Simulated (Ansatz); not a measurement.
Reaction (formal exchange of groups at the Si–Br bond): `C[SiH2]Br` + `O[SiH2]O` → `C[SiH2][SiH](O)O` + HBr

Program: Ansatz. Geometries: PBE0-D4/def2-TZVP. ΔE: electronic, gas phase. CCSD(T)/CBS adds triple-zeta CCSD(T) − MP2 to the extrapolated MP2 energy (def2 sets, frozen cores). DFT in def2-TZVPP. B3LYP here is the variant with VWN-RPA as its local correlation; programs differ in this. For Br outer-core shells are correlated without core-valence functions, which leaves a few kJ/mol of doubt a bond. Scalar relativity is left out up to krypton. Each species was taken in one conformer, which may not be the lowest.

`C[SiH2]Br`:

Z-matrix (Å, degrees):
```
C
Si 1 1.858
H 1 1.092 2 110.7
H 1 1.094 2 109.9 3 119.8
H 1 1.092 2 110.7 3 -120.4
Br 2 2.229 1 109.7 3 60.1
H 2 1.483 1 111.7 3 178.6
H 2 1.483 1 111.7 3 -58.3
```

`O[SiH2]O`:

```xyz
7

O     0.225   -0.631    1.286
Si    0.328    0.270   -0.082
O    -0.933    0.047   -1.110
H    -0.488   -0.435    1.897
H     0.287    1.720    0.220
H     1.608   -0.156   -0.693
H    -1.027   -0.815   -1.519
```

`C[SiH2][SiH](O)O`:

Cartesian coordinates in Å:
```
C 1.421 1.345 0.984
Si 0.601 -0.343 0.974
Si -0.756 -0.607 -0.910
O -1.688 0.753 -0.962
O -1.640 -1.988 -0.736
H 0.663 2.131 0.965
H 2.034 1.477 1.878
H 2.062 1.472 0.109
H -0.233 -0.524 2.196
H 1.632 -1.421 0.970
H -0.014 -0.721 -2.205
H -2.227 0.911 -1.738
H -1.856 -2.483 -1.527
```

HBr:

```xyz
2

Br    0.550    0.160    0.420
H    -0.550   -0.160   -0.420
```

```
           species  B3LYP-D4 energy (Eh)
       `C[SiH2]Br`           -2904.90722
        `O[SiH2]O`            -442.55322
`C[SiH2][SiH](O)O`            -772.62834
               HBr           -2574.79010
```

Task: Work out ΔE.

Result: ΔE = (-772.62834) + (-2574.79010) − (-2904.90722) − (-442.55322) = 0.04200 Eh = +1.14 eV. CCSD(T)/CBS gives +1.22 eV.

Largest T1 diagnostic among the species: 0.012.

The D4 term adds −0.06 eV with B3LYP and −0.04 eV with PBE0; it sums over pairs of atoms, weighted by their polarisabilities, and B3LYP, whose exchange is more repulsive, gets the larger term. In def2-TZVPP, CCSD(T) changes the Hartree–Fock value by −0.24 eV (the triples alone add −0.03 eV) and MP2 by −0.11 eV.
